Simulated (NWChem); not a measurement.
# BHClF; SMILES ClBF

Results from NWChem. Geometry: optimised at PBE0/def2-SVP. Static field.

```
level                                  isotropic polarisability (bohr³)  anisotropy (bohr³)
-------------------------------------  --------------------------------  ------------------
PBE/def2-SVPD                                                      30.6                11.7
B3LYP/def2-SVPD                                              (withheld)          (withheld)
CAM-B3LYP/def2-SVPD                                                29.1                10.4
LDA (Slater exchange, VWN5)/def2-SVPD                              30.8                11.8
```

Question: Complete the blanks.

Answer: 
- B3LYP/def2-SVPD, isotropic polarisability (bohr³): 29.5
- B3LYP/def2-SVPD, anisotropy (bohr³): 10.9
